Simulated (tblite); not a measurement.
A tight-binding relaxation on `N#C[SiH2]S[SiH2]CC[SiH3]`.

Computed with GFN2-xTB geometry optimisation, gas phase (tblite 0.8.0). Start geometry: from a force field or distance geometry. A driver script takes a list of jobs; this job's settings line and coordinates (Å) are shown.

Command:
```bash
OMP_NUM_THREADS=1 python probes_run.py task.json out
```

Input:
```
{"job": {"kind": "relax", "xc": "GFN2-xTB", "basis": "xTB"}, "charge": 0, "multiplicity": 1}
N     -4.300700     1.693100    -1.118800
C     -4.006600     0.620500    -0.853300
Si    -3.480400    -1.094100    -0.405400
S     -1.487300    -0.974700     0.321800
Si    -0.639400     0.991700     0.124600
C      1.098200     0.719700    -0.503400
C      1.768000    -0.173400     0.533100
Si     3.534800    -0.576000     0.122000
H     -3.506500    -1.976000    -1.590500
H     -4.351400    -1.593300     0.660900
H     -1.424100     1.823500    -0.801600
H     -0.592800     1.717600     1.391800
H      1.649800     1.676700    -0.618900
H      1.031400     0.153900    -1.476200
H      1.161300    -1.114600     0.548800
H      1.635100     0.235200     1.576800
H      4.331800     0.650000     0.211000
H      3.974700    -1.576700     1.108900
H      3.594400    -1.194000    -1.224200
```

Problem. Give the output.

Solution. 
```
step      E/eV     max force
  0    -635.93892    1.568
  1    -636.03736    0.729
  2    -636.07348    0.686
  3    -636.08113    1.992
  4    -636.11476    0.485
  5    -636.12975    0.474
  6    -636.14225    0.377
  7    -636.14995    0.202
  8    -636.15725    0.198
  9    -636.16305    0.237
... (179 lines left out)
189    -636.25345    0.022
190    -636.25355    0.022
191    -636.25362    0.017
192    -636.25368    0.016
193    -636.25373    0.018
194    -636.25378    0.015
195    -636.25383    0.013
196    -636.25386    0.011
197    -636.25388    0.010
198    -636.25389    0.009
```

«max force» is the largest atomic force in eV/Å.

Problem. From which step on does the largest force stay under 0.1 eV/Å, and how much energy is left to gain from there?

Solution. From step 155 (0.058 eV/Å), 3.8 meV above the end.

Summary of the converged run: energy lowered by 7.3 kcal/mol over 198 steps; largest atomic force 0.009 eV/Å at the end.

Problem. Where do the atoms end?

Solution. 1.000 Å rms from the input after alignment:
```
atom  x, y, z in Å
N1    -4.3190    1.5318    1.2329
C2    -4.0881    0.6244    0.5730
Si3   -3.6475   -0.8359   -0.5039
S4    -1.5491   -1.1945   -0.3249
Si5   -0.6428    0.7223   -0.7841
C6     1.2258    0.4087   -0.7822
C7     1.7366   -0.1177    0.5611
Si8    3.6102   -0.4457    0.5473
H9    -4.0022   -0.4576   -1.8670
H10   -4.2873   -2.0254    0.0277
H11   -1.1494    1.1238   -2.0949
H12   -1.0680    1.6502    0.2575
H13    1.7412    1.3382   -1.0312
H14    1.4804   -0.3055   -1.5682
H15    1.2029   -1.0377    0.8069
H16    1.4906    0.5998    1.3467
H17    4.3097    0.8051    0.2385
H18    4.0286   -0.9387    1.8592
H19    3.9176   -1.4364   -0.4867
```

Time: 3.8 s. Hardware: Arm Neoverse N1, one thread, on a shared host.
Labels such as C1 count atoms from 1, the log's own numbers from 0.
